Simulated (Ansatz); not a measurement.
The cluster B4H⁺. Total charge 1; quintet. Geometry r2SCAN-D4/def2-TZVP; atoms count from 1.

```tsv
atom	x (Å)	y (Å)	z (Å)
B1	-1.628	1.136	-0.328
B2	-0.504	0.473	0.646
B3	0.739	-0.487	0.324
B4	-0.300	0.046	-1.059
H5	1.693	-1.168	0.416
```

At PBE0-D4/def2-TZVP a triplet of charge 1 lies 1.71 eV below the quintet, each at its own geometry. The structure comes from a short search, and lower isomers may exist.

Question: Estimate the Mulliken populations from the PBE0/def2-TZVP orbitals of Ansatz.

Answer: 
```csv
atom,charge (e),spin (α − β)
B1,0.34,1.31
B2,0.11,0.90
B3,0.20,0.41
B4,0.14,1.38
H5,0.21,0.00
```
Mulliken values depend strongly on the basis.

Question: Where does the spin sit?

Answer: Summed by element: B 4.00, H 0.00, of 4 unpaired in all. Largest on single atoms: B4 1.38, B1 1.31, B2 0.90.

Question: And the Mayer bond orders between heavy atoms (over 0.3)?

Answer: B1–B2 1.09 (1.63 Å); B1–B4 0.76 (1.87 Å); B2–B3 1.15 (1.60 Å); B2–B4 0.78 (1.77 Å); B3–B4 0.79 (1.81 Å).
